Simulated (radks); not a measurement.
The numbers below are computed, except where a source is named.
Question: Radial electron density D(r) = 4 pi r^2 rho(r) of an atom or ion with 33 electrons. Code: a radial shooting solver on a logarithmic mesh with Libxc functionals. Model: non-relativistic Kohn-Sham, PBE, spin-polarised, spherical densities, point nucleus.

r (bohr),D(r) (e/bohr),spin D(r)
0.002688,2.413,-0.0000641
0.003079,3.080,-0.0000798
0.0035,3.860,-0.0000969
0.003977,4.817,-0.000116
0.004557,6.064,-0.000137
0.005179,7.491,-0.000155
0.005934,9.313,-0.000167
0.006744,11.35,-0.000164
0.007726,13.88,-0.000131
0.008781,16.63,-0.0000498
0.009981,19.71,0.000115
0.01143,23.31,0.000441
0.013,26.94,0.000973
0.01489,30.90,0.00192
0.01692,34.56,0.00335
0.01939,38.13,0.00573
0.02204,40.94,0.00914
0.02504,42.98,0.0142
0.02869,44.06,0.0219
0.03261,43.97,0.0322
0.03736,42.77,0.0471
0.04246,40.91,0.0655
0.04865,38.70,0.0900
0.05529,37.08,0.117
0.06284,36.58,0.147
0.072,37.81,0.177
0.08183,40.70,0.200
0.09375,45.07,0.210
0.1066,49.32,0.201
0.1221,52.47,0.166
0.1387,52.88,0.111
0.1577,50.25,0.0484
0.1807,44.64,-0.00517
0.2053,38.28,-0.0159
0.2352,32.63,0.0390
0.2674,30.07,0.156
0.3063,30.77,0.321
0.3482,33.54,0.457
0.3957,36.26,0.512
0.4533,36.83,0.440
0.5152,34.11,0.266
0.5903,28.22,0.0626
0.6709,21.37,-0.0216
0.7686,14.59,0.121
0.8736,9.854,0.508
0.9929,7.004,1.08
1.138,5.567,1.73
1.293,4.947,2.19
1.481,4.357,2.35
1.684,3.568,2.13
1.929,2.529,1.63
2.192,1.582,1.08
2.491,0.8487,0.608
2.854,0.3665,0.276
3.244,0.1384,0.110
3.717,0.03940,0.0327
4.224,0.009505,0.00821
4.84,0.001575,0.00141
5.501,0.0002147,0.000198

What is the nuclear charge?

Answer: Z = 36. The innermost maximum, from 1s, lies near 1/Z = 0.0278 bohr (found: 0.0303), and its height grows with Z. The density is that of the krypton ion Kr3+ in [Ar] 3d10 4s2 4p3; the configuration itself is not fixed sharply by these data, and Z only to about a unit. D(r) has 3 maxima, at r = 0.0303, 0.132, 0.436 bohr, and minima at 0.0618, 0.278 bohr, inside which lie 2.08, 11.11 electrons.
